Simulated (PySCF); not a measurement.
SeF2.
Structure used (PBE0-D3(BJ)/def2-SVP), in Å, numbered top down from 1:
```xyz
3
SeF2 angstrom
Se     0.005   -0.007   -0.766
F      1.310   -0.016    0.392
F     -1.315    0.023    0.374
```

The calculation used PySCF, TDDFT B3LYP/def2-SVPD, vertical, gas phase, core orbitals frozen in the response. Relativistic effects, spin–orbit coupling among them, are left out although an element past zinc is present.

Computed states:

```csv
state,E (eV),f
S1,2.86,0.0000
S2,3.72,0.0010
S3,6.44,0.111
S4,7.51,0.028
S5,7.58,0.0000
S6,7.63,0.0022
S7,7.78,0.0046
S8,7.94,0.011
S9,8.01,0.0066
S10,8.41,0.039
```

Each state is given a Gaussian of 0.4 eV full width at half maximum, with ε(max) = 2.175×10⁸ f / Δν̃ (Δν̃ the width in cm⁻¹). The width is an assumption, not a result. The curve ends short of the highest state used, and states not computed would add to its high-energy end.

Q: Give the broadened spectrum and its maxima.

A: 
E (eV), ε (L mol⁻¹ cm⁻¹) and a bar:
```
     2.26          0 
     2.50          0 
     2.74          0 
     2.98          0 
     3.22          1 
     3.46         22 
     3.70         70 
     3.95         28 
     4.19          2 
     4.43          0 
     4.67          0 
     4.91          0 
     5.15          0 
     5.40          0 
     5.64          0 
     5.88         34 
     6.12       1295 ######
     6.36       6716 ##############################
     6.60       4732 #####################
     6.84        454 ##
     7.09         94 
     7.33       1113 #####
     7.57       2129 ##########
     7.81       1556 #######
```

Maxima: 333 nm (3.72 eV), ε about 70, made up of S2 (100%); 193 nm (6.44 eV), ε about 7500, made up of S3 (100%); 164 nm (7.54 eV), ε about 2100, made up of S4 (86%) (ε in L mol⁻¹ cm⁻¹; maxima over ε = 5, shares over 10%).

Q: What would ε be at 6.44 eV, the highest of these maxima, with half the width (0.2 eV)?

A: About 14900 L mol⁻¹ cm⁻¹ against 7460, a factor of about 2.00; a lone state at its own centre would give exactly 2.

Q: Does any computed singlet lie in the visible range?

A: S1 lies in the visible range (380 to 750 nm), at 434 nm, dark in the vertical dipole picture (f under 0.0005); light of that wavelength is violet to blue, and its complementary colour is yellow-green to yellow; a Tamm–Dancoff triplet lies at 599 nm, without intensity as long as spin–orbit coupling is left out.

Q: On this curve, what absorbance would a 10⁻⁴ mol/L sample give at 193 nm over a 1 cm path?

A: 193 nm is 6.424 eV, where ε is about 7400 L mol⁻¹ cm⁻¹, so A = ε c l ≈ 0.74 (Beer–Lambert, with the gas-phase spectrum and the assumed width).
